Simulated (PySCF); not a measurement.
Correlation energy of Ne²⁺ (neon, charge +2)

[He] 2s2 2p4, high-spin 3P determinant. Computed with PySCF 2.14 in aug-cc-pVTZ (5s4p3d2f, 46 functions), with the non-relativistic Hamiltonian (point nucleus). Frozen: 1s2; 6 electrons correlated.

| level | correlation energy (mhartree) |
| --- | --- |
| CCSD | -159.25 |
| (T) | -1.55 |
| CCSD(T) | -160.80 |

Diagnostics: T1 = 0.0029, D1 = 0.0060, largest double amplitude 0.022.

Cost of the coupled-cluster step: of the order of 1.4 core-seconds, for 6 correlated electrons.
